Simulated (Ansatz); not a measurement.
`C[Se]C[SiH3]` → `C[SiH](C)[SeH]`  (isomerisation)

Program: Ansatz. Geometries: PBE0-D4/def2-TZVP. ΔE: electronic, gas phase. CBS: MP2 limit from def2 TZ/QZ plus the TZ coupled-cluster correction, frozen cores. Functionals use def2-TZVPP. HSE06 is defined as in plane-wave codes. For Se outer-core shells are correlated without core-valence functions, which leaves a few kJ/mol of doubt a bond. Scalar relativity is left out up to krypton. Each species was taken in one conformer, which may not be the lowest.

Is it downhill or uphill in electronic energy at CCSD(T)/CBS, and by how much? (Estimate.)

The calculation gave: Downhill: ΔE = -38.8 kcal/mol.

What do these levels give: PBE-D4, r2SCAN-D4, B97M-V, PBE0-D4, r2SCANh-D4, HSE06-D4, BHLYP-D4, PBE, MP2/def2-SVP, HF/def2-TZVPP, CCSD/def2-TZVPP, CCSD/CBS(def2)? (Estimate.)

Computed: PBE-D4 -38.6, r2SCAN-D4 -40.5, B97M-V -40.3, PBE0-D4 -39.8, r2SCANh-D4 -40.7, HSE06-D4 -39.8, BHLYP-D4 -39.3, PBE -38.3, MP2/def2-SVP -39.1, HF/def2-TZVPP -38.2, CCSD/def2-TZVPP -37.5, CCSD/CBS(def2) -39.1 kcal/mol.

Largest T1 diagnostic among the species: 0.009.

At CCSD(T), def2-SVP lies +0.9 kcal/mol from the extrapolated value and def2-TZVPP +1.6 kcal/mol. From PBE to PBE0 (25 % exact exchange), in def2-TZVPP and without D4, ΔE moves by −1.2 kcal/mol.
